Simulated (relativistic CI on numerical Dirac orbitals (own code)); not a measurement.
**What each ingredient does to the levels of Os57+**

Base calculation: Dirac-Coulomb-Breit CI, orbitals from a KLI potential per configuration, model QED (radiative potential, 1s self-energy scaled to tabulated hydrogen-like ionisation energies), unscaled Slater integrals.

CI space (outside the closed core [Ne]): 3s²3p⁶3d, 3s²3p⁵3d², 3s3p⁶3d², 3s²3p⁶4s, 3s²3p⁶4p, 3s²3p⁶4d, 3s²3p⁵3d4s, 3s²3p⁶4f, 3s²3p⁵3d4p, 3s²3p⁵3d4d, 3s3p⁶3d4s, 3s²3p⁵3d4f, 3p⁶3d²4p, 3s3p⁶3d4p, 3s3p⁶3d4d, 3s²3p⁶5s, 3s²3p⁶5p, 3s3p⁶3d4f, 3s²3p⁶5d, 3s²3p⁶5f, 3s²3p⁶5g, 3p⁶3d³, 3p⁵3d⁴, 3p⁵3d³4s, 3p⁶3d²4s, 3p⁵3d²4s², 3p⁶3d²4d, 3p⁵3d³4d, 3p⁵3d²4s4d. Double excitations out of closed p, d and f shells are left out; levels of such configurations are missing from the list, as are those of other unlisted configurations, and high levels can miss mixing partners. These lack a partner that the ground configuration has and come out too high: 3s²3p⁵3d4p, 3s²3p⁵3d4f.

The lowest level and the first level of each name with at least 55 % of one term (blank where a level has no safe partner in the second run):

| Level | Base (eV) | Shift (eV) |
| --- | --- | --- |
| 3s²3p⁶3d ²D3/2 | 0.00 | 0.00 |
| 3s²3p⁶3d ²D5/2 | 87.72 | +2.13 |
| 3s²3p⁵3d² ⁴D°1/2 | 264.77 | +1.37 |
| 3s²3p⁵3d² ⁴G°9/2 | 348.61 | +4.53 |
| 3s²3p⁵3d² ²H°11/2 | 359.98 | +5.73 |
| 3s²3p⁵3d² ²G°9/2 | 378.47 | +4.80 |
| 3s²3p⁵3d² ²F°5/2 | 405.84 | +4.10 |
| 3s²3p⁵3d² ²P°1/2 | 412.84 | +3.15 |
| 3s²3p⁵3d² ⁴G°11/2 | 436.45 | +7.05 |
| 3s3p⁶3d² ⁴F3/2 | 886.58 | +1.40 |
| 3s3p⁶3d² ⁴P1/2 | 917.68 | +0.71 |
| 3s3p⁶3d² ⁴F7/2 | 971.20 | +4.08 |
| 3s3p⁶3d² ⁴P3/2 | 982.80 | +2.92 |
| 3s3p⁶3d² ²G9/2 | 988.31 | +5.09 |
| 3s3p⁶3d² ²F5/2 | 992.00 | +3.77 |
| 3s3p⁶3d² ²G7/2 | 998.00 | +4.41 |
| 3s3p⁶3d² ²P1/2 | 1006.23 | +2.65 |
| 3s3p⁶3d² ⁴F9/2 | 1061.91 | +6.41 |

At this charge energies of transitions that change n are usually good to better than 1 %, and those within a shell (Δn = 0) to a few per cent.

Problem. One thing was changed in a second run, which moved the levels as shown. Which?
A. one mean potential for all configurations
B. configuration mixing switched off
C. QED terms removed
D. P86 correlation estimate
E. Breit term removed

Solution. E. Breit term removed. The Breit term mainly narrows fine-structure intervals, so removing it widens them.

LS names give the leading component of a level, which can be under half, so a name can repeat, a term be missing and a line seem to break the LS rules.
